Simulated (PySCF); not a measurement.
## Electron correlation in Au⁺ (gold, charge +1)

[Xe] 4f14 5d10, closed-shell 1S. Calculation: PySCF 2.14, in def2-TZVP with the def2 core potential (60 electrons) (6s4p3d1f, 40 functions); scalar relativity through the core potential. Frozen: 5s2 5p6; 10 electrons correlated.

Total MP2 correlation energy: -235.22 mhartree.

Same-spin part -81.93 and opposite-spin part -153.28 mhartree; SCS-MP2 scales them by 1/3 and 6/5 to -211.25 mhartree.

| level | correlation energy (mhartree) |
| --- | --- |
| CCSD | -226.85 |
| (T) | -3.53 |
| CCSD(T) | -230.38 |

Diagnostics: T1 = 0.0054, D1 = 0.0077, largest double amplitude 0.024.

Cost of the coupled-cluster step: 0.26 s of wall time on 1 thread of Neoverse-V2 (shared host), for 10 correlated electrons.
